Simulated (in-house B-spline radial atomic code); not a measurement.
Settings and results of a run for Ti7+ (an excited or competing configuration). Level of theory: scalar-relativistic (X2C) BP86, spin-polarised, spherical fractional occupations, Fermi nucleus of rms radius 3.5921 fm; calculated with an all-electron radial atomic-structure program (B-spline basis).

Command:
```bash
python run_scf.py task.json out
```
Settings (nuclear radius in fm, mass in u):
```
Z                22
configuration    [Ne] 3s2 3p2 4f1
hamiltonian      x2c
method           b88,p86
spin_polarised   True
nucleus          fermi
rms_radius       3.5921
atomic_mass      47.94794
speed_of_light   137.035999084
```

Output (hartree, bohr):
```
 radial grid: 67 intervals, B-splines of order 8, outer radius 13.5065 bohr

 iter        energy (Eh)    residual
    1        -828.718793    7.67e-01
    2        -832.808623    2.14e-01
    3        -833.083883    7.79e-02
    4        -833.121515    2.79e-02
    5        -833.126867    8.15e-03
    6        -833.127306    9.11e-05
    7        -833.127306    8.88e-06
    8        -833.127306    2.72e-07
    9        -833.127306    1.52e-08

 total energy                      -833.12731
 kinetic                             841.5755
 electron-nucleus                  -1900.2424
 Hartree                             263.3929
 exchange-correlation                -37.8534

 orbital      occ     eigenvalue          <r>       <r^2>       <1/r>     <1/r^2>     <1/r^3>       r_max
 1s up      1.000      -184.8425    0.0693026  0.00647214     22.0266     1020.65           -     0.04525
 1s down    1.000      -184.8064    0.0692924  0.00647022     22.0294     1020.87           -     0.04524
 2s up      1.000       -25.4107     0.322936    0.123278      4.6044     93.0633           -       0.268
 2s down    1.000       -25.3781     0.322669    0.122999     4.60535     93.0473           -      0.2681
 2p up      3.000       -22.0513     0.287556    0.101839     4.48008     27.7421      270.15      0.2184
 2p down    3.000       -22.0060     0.287415    0.101657     4.47972     27.7303     269.946      0.2187
 3s up      1.000        -7.0702     0.901052    0.924091     1.58183     16.6792           -      0.8197
 3s down    1.000        -6.8682     0.902646    0.928407     1.58067     16.6724           -      0.8189
 3p up      2.000        -6.1258     0.919181    0.973903     1.49269     4.89101     43.9251      0.8258
 4f up      1.000        -1.9527      2.02741     4.62642    0.564539    0.372636    0.295679       1.782
```

Cost of the run: 0.16 s on 1 thread of x86-64 server CPU, with other jobs on the host.
